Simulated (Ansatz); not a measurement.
Stepwise reaction of `[OH][Ti]([SH])([SH])[SH]` with water, as a gas-phase model of exchange steps in deposition or etching. ΔE in kJ/mol.

Computed with Ansatz on PBE0-D4/def2-TZVP structures; ΔE is electronic, products minus reactants. CBS: MP2 limit from def2 TZ/QZ plus the TZ coupled-cluster correction, frozen cores. This one scheme is used for every species. DFT in def2-TZVPP. B3LYP here is the variant with VWN-RPA as its local correlation; programs differ in this. For Ti outer-core shells are correlated without core-valence functions, which leaves a few kJ/mol of doubt a bond. Scalar relativity is left out up to krypton. One conformer a species, not always the lowest.

```json
{"step": "1", "reaction": "`[OH][Ti]([SH])([SH])[SH]` + H₂O → `[OH][Ti]([OH])([SH])[SH]` + H₂S", "PBE-D4": "-23.8", "B3LYP-D4": "-31.0", "ωB97M-V": "-35.4", "CCSD(T)/CBS": "-22.9"}
{"step": "3", "reaction": "`[OH][Ti]([OH])([OH])[SH]` + H₂O → `[OH][Ti]([OH])([OH])[OH]` + H₂S", "PBE-D4": "-20.4", "B3LYP-D4": "-26.8", "ωB97M-V": "-28.8", "CCSD(T)/CBS": "-20.9"}
```

Question: Give the row of step 2, `[OH][Ti]([OH])([SH])[SH]` + H₂O → `[OH][Ti]([OH])([OH])[SH]` + H₂S. (Best estimate.)

Answer: The calculation gave: 
```tsv
step	reaction	PBE-D4	B3LYP-D4	ωB97M-V	CCSD(T)/CBS
2	`[OH][Ti]([OH])([SH])[SH]` + H₂O → `[OH][Ti]([OH])([OH])[SH]` + H₂S	-20.2	-26.6	-30.0	-19.5
```

Question: By hand: ΔE of the 3 steps together at CCSD(T)/CBS.

Answer: (-22.9) + (-19.5) + (-20.9) = -63.3 kJ/mol, or -21.1 kJ/mol a step.

In ΔE the steps differ by no more than 3.4 kJ/mol. All are downhill at CCSD(T)/CBS. PBE-D4 differs from CCSD(T)/CBS by -0.9 to 0.5 kJ/mol a step. Isolated molecules leave out the surface, adducts and barriers. Largest T1 diagnostic: 0.028.
